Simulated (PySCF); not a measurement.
C₂H₈B₂.
Geometry (GFN2-xTB, Å), atoms numbered from 1 in this order:
```xyz
12
C2H8B2 angstrom
B      1.8011   -0.1733    0.7012
B      0.9364   -0.3641   -0.6581
C     -0.6198   -0.0921   -0.8055
C     -1.3606    0.3947    0.4406
H      1.9621   -1.0384    1.4786
H      2.3424    0.8316    0.9763
H      1.4455   -0.7359   -1.6555
H     -1.0991   -1.0098   -1.1623
H     -0.7716    0.6340   -1.6109
H     -1.2750   -0.3326    1.2449
H     -0.9411    1.3351    0.7914
H     -2.4191    0.5501    0.2333
```

The closed-shell ground state was solved at several levels (PySCF, density fitting, gas phase, non-relativistic).

| level | basis functions | total energy (Eh) | HOMO (eV) | LUMO (eV) | gap (eV) | dipole (D) |
| --- | --- | --- | --- | --- | --- | --- |
| CAM-B3LYP/def2-SVPD | 144 | -130.4850 | -9.59 | -0.47 | 9.12 | 0.58 |
| PBE0/pcSseg-1 | 108 | -130.4707 | -8.15 | -1.54 | 6.61 | 0.60 |

(1) What might B3LYP/pcJ-1 (188 basis functions) give for the same quantities?

(2) Over all these levels, which gives the widest orbital gap and which the narrowest?

(3) How far do the dipole and the HOMO energy spread over the levels?

## Answers

(1) Total energy -130.6971 Eh, HOMO -7.98 eV, LUMO -1.77 eV, gap 6.21 eV, dipole 0.60 D.

(2) CAM-B3LYP/def2-SVPD (range-separated hybrid) has the widest, 9.12 eV, and B3LYP/pcJ-1 (global hybrid, 20 % exact exchange) the narrowest, 6.21 eV. Functional and basis both differ between the two, so the spread mixes both effects.

(3) The dipole runs from 0.58 to 0.60 D (mean 0.59 D) and the HOMO from -9.59 to -7.98 eV.

One conformer stands for the species.
